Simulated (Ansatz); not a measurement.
Total energies of `COCCOS(=O)(=O)CC(F)(F)C(F)F` from Ansatz at PBE-D4/def2-SVP, gas phase (1 Eh = 27.2114 eV = 2625.5 kJ/mol). The reference geometry is relaxed at PBE-D4/def2-SVP.

```xyz
25

C     0.413    1.483    2.026
O     1.184    1.539    0.833
C     0.835    2.579   -0.061
C    -0.474    2.362   -0.811
O    -0.409    1.221   -1.691
S    -1.046   -0.230   -1.152
O    -1.591   -0.874   -2.347
O    -1.857    0.026    0.054
C     0.510   -1.053   -0.686
C     0.376   -2.253    0.240
F    -0.114   -1.873    1.455
F     1.643   -2.745    0.442
C    -0.475   -3.436   -0.265
F    -0.047   -3.781   -1.510
F    -1.780   -3.076   -0.325
H    -0.644    1.193    1.837
H     0.441    2.458    2.567
H     0.872    0.705    2.667
H     0.771    3.561    0.473
H     1.668    2.646   -0.791
H    -0.676    3.234   -1.467
H    -1.335    2.248   -0.120
H     0.988   -1.353   -1.635
H     1.105   -0.279   -0.157
H    -0.357   -4.304    0.423
```

| state | geometry | energy (Eh) |
| --- | --- | --- |
| charge 0 singlet | reference | -1331.07941 |
| charge 1 doublet | reference | -1330.74473 |
| charge 1 doublet | relaxed at PBE-D4/def2-SVP | -1330.75602 |
| charge -1 doublet | reference | -1331.00713 |
| free C atom (triplet) | – | -37.75124 |
| free O atom (triplet) | – | -74.91467 |
| free S atom (triplet) | – | -397.80063 |
| free F atom (doublet) | – | -99.53976 |
| free H atom (doublet) | – | -0.49863 |

**Question.** Work out the vertical ionisation energy to the doublet.

**Answer.** E(charge 1 doublet) − E(charge 0 singlet) = -1330.74473 − (-1331.07941) = 0.33468 Eh = 9.11 eV. For comparison, −ε of the highest occupied level is 6.27 eV at this level, 2.84 eV less.

**Question.** Work out the vertical electron affinity, to the doublet.

**Answer.** E(charge 0 singlet) − E(charge -1 doublet) = -1331.07941 − (-1331.00713) = -0.07228 Eh = -1.97 eV; negative, so the extra electron isn't bound. The basis lacks diffuse functions, which makes affinities too small.

**Question.** Give the fundamental gap IE − EA, the Mulliken electronegativity (IE + EA)/2 and the hardness (IE − EA)/2.

**Answer.** From the values in Eh: IE − EA = 0.33468 − (-0.07228) = 0.40696 Eh = 11.07 eV; (IE + EA)/2 = 3.57 eV; (IE − EA)/2 = 5.54 eV. The HOMO–LUMO gap of the same run is 5.69 eV, 5.38 eV smaller than the fundamental gap.

**Question.** How much does the charge 1 doublet relax, and what is the adiabatic ionisation energy?

**Answer.** Relaxation: -1330.74473 − (-1330.75602) = 0.01129 Eh = 0.31 eV. Adiabatic ionisation energy: 0.32339 Eh = 8.80 eV, without zero-point energy. 

**Question.** What is the binding energy per atom against free atoms?

**Answer.** Atoms: 6 × (-37.75124) + 4 × (-74.91467) + 1 × (-397.80063) + 4 × (-99.53976) + 10 × (-0.49863) = -1327.11209 Eh. Binding: -1327.11209 − (-1331.07941) = 3.96732 Eh = 107.96 eV, or 4.32 eV for each of 25 atoms (no zero-point energy, no counterpoise term).

At PBE-D4/def2-SVP the highest occupied level of the charge -1 doublet lies above zero (up to 4.16 eV). By energy differences it is unbound by 1.97 eV (vertical, to the charge 0 singlet, at PBE-D4/def2-SVP) and held by the finite basis. At PBE-D4/def2-SVP the gap within one spin of the charge -1 doublet nearly closes, so an electron or hole may be smeared out by delocalisation error.
